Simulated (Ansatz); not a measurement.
Isolated molecules relaxed with PBE0-D4/def2-TZVP in Ansatz; ΔE leaves out vibrations. CBS: MP2 limit from def2 TZ/QZ plus the TZ coupled-cluster correction, frozen cores. DFT in def2-TZVPP. B3LYP here is the variant with VWN-RPA as its local correlation; programs differ in this. For Ge outer-core shells are correlated without core-valence functions, which leaves a few kJ/mol of doubt a bond. Scalar relativity is left out up to krypton. Each species was taken in one conformer, which may not be the lowest.

Reaction (redistribution): `[SiH3][S][GeH3]` + `COBCS` → `CO[SiH2][S][GeH3]` + `BCS`

**Question.** Is it downhill or uphill in electronic energy at CCSD(T)/CBS, and by how much? (Best estimate.)

**Answer.** Ansatz gave: Uphill: ΔE = +14.9 kcal/mol.

**Question.** What do these levels give: PBE-D4, r2SCAN-D4, B3LYP, SCS-MP2/def2-TZVPP, HF/def2-QZVPP, MP2/def2-QZVPP? (Best estimate.)

**Answer.** Ansatz gave: PBE-D4 18.0, r2SCAN-D4 16.2, B3LYP 16.5, SCS-MP2/def2-TZVPP 14.7, HF/def2-QZVPP 12.6, MP2/def2-QZVPP 14.5 kcal/mol.

Largest T1 diagnostic among the species: 0.013.

From PBE to PBE0 (25 % exact exchange), in def2-TZVPP and without D4, ΔE moves by −1.5 kcal/mol. In def2-TZVPP, CCSD(T) changes the Hartree–Fock value by +3.0 kcal/mol (the triples alone add +0.7 kcal/mol) and MP2 by +2.3 kcal/mol.
